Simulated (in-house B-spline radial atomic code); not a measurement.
Orbital energies and mean radii along the 7-electron series, configuration [He] 2s2 2p3. The effective charge is n√(-2ε), a non-relativistic measure. Computed with a radial B-spline atomic code at the basis-set limit: non-relativistic Hartree-Fock, average of the configuration, point nuclei.

This level leaves out relativity, spin-orbit splitting included, which matters for heavy ions.

| ion | Z | energy of 1s (Eh) | mean radius of 1s (bohr) | energy of 2s (Eh) | mean radius of 2s (bohr) | energy of 2p (Eh) | mean radius of 2p (bohr) | effective charge of 1s |
| --- | --- | --- | --- | --- | --- | --- | --- | --- |
| Se27+ | 34 | -522.29 | 0.044804 | -112.47 | 0.18997 | -108.72 | 0.16209 | 32.32 |
| Br28+ | 35 | -555.07 | 0.043505 | -120.1 | 0.18413 | -116.23 | 0.15699 | 33.319 |
| Kr29+ | 36 | -588.84 | 0.04228 | -127.99 | 0.17865 | -123.99 | 0.15221 | 34.317 |
| Rb30+ | 37 | ? | ? | ? | ? | ? | ? | ? |
| Sr31+ | 38 | -659.39 | 0.040025 | -144.5 | 0.1686 | -140.26 | 0.14346 | 36.315 |
| Zr33+ | 40 | -733.93 | 0.037998 | -162.02 | 0.15963 | -157.54 | 0.13567 | 38.313 |
| Nb34+ | 41 | -772.71 | 0.03706 | -171.16 | 0.15549 | -166.55 | 0.13208 | 39.312 |
| Mo35+ | 42 | ? | ? | ? | ? | ? | ? | ? |
| Tc36+ | 43 | -853.25 | 0.035316 | -190.17 | 0.14782 | -185.32 | 0.12544 | 41.31 |
| Ru37+ | 44 | -895.03 | 0.034504 | -200.06 | 0.14427 | -195.09 | 0.12237 | 42.309 |
| Rh38+ | 45 | -937.8 | 0.033728 | -210.19 | 0.14088 | -205.1 | 0.11944 | 43.308 |
| Pd39+ | 46 | -981.57 | 0.032987 | -220.58 | 0.13765 | -215.36 | 0.11665 | 44.307 |
| Ag40+ | 47 | -1026.35 | 0.032277 | -231.21 | 0.13456 | -225.87 | 0.11399 | 45.307 |
| Cd41+ | 48 | -1072.12 | 0.031597 | -242.1 | 0.13161 | -236.63 | 0.11145 | 46.306 |
| In42+ | 49 | -1118.89 | 0.030946 | -253.23 | 0.12878 | -247.65 | 0.10902 | 47.305 |
| Sn43+ | 50 | ? | ? | ? | ? | ? | ? | ? |
| Sb44+ | 51 | -1215.44 | 0.02972 | -276.25 | 0.12348 | -270.42 | 0.10446 | 49.304 |

Fill in the row of Rb30+.

energy of 1s (Eh): -623.61; mean radius of 1s (bohr): 0.041121; energy of 2s (Eh): -136.12; mean radius of 2s (bohr): 0.17348; energy of 2p (Eh): -132; mean radius of 2p (bohr): 0.1477; effective charge of 1s: 35.316.

Fill in the row of Mo35+.

energy of 1s (Eh): -812.48; mean radius of 1s (bohr): 0.036167; energy of 2s (Eh): -180.54; mean radius of 2s (bohr): 0.15156; energy of 2p (Eh): -175.81; mean radius of 2p (bohr): 0.12867; effective charge of 1s: 40.311.

Fill in the row of Sn43+.

energy of 1s (Eh): -1166.67; mean radius of 1s (bohr): 0.03032; energy of 2s (Eh): -264.61; mean radius of 2s (bohr): 0.12607; energy of 2p (Eh): -258.91; mean radius of 2p (bohr): 0.10669; effective charge of 1s: 48.305.

How does the screening of 1s change?

Z less the effective charge goes from 1.68 at Z = 34 to 1.70 at Z = 51.
